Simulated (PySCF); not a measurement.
This script is equivalent to a calculation on Si (silicon, neutral).

```python
from pyscf import gto, scf, dft, mp, cc
import basis_set_exchange as bse
mol = gto.M(atom="Si 0 0 0", charge=0, spin=2, symmetry="D2h",
            basis=gto.basis.parse(bse.get_basis("aug-cc-pVDZ-DK", elements=["Si"], fmt="nwchem", header=False)),
            nucmod="G")
mf = dft.UKS(mol, xc="PBE0").sfx2c1e()
mf.irrep_nelec = {'Ag': (3, 3), 'B1u': (2, 1), 'B2u': (2, 1), 'B3u': (1, 1)}
mf.kernel()
```

Q: What total energy does it give?

A: -289.856 hartree (calculated).

Q: Which occupied shell lies highest, and where?

A: 3p α, at -5.624 eV.

Q: What is ⟨S²⟩, and what would a pure spin state give?

A: 2.005, against 2.00.
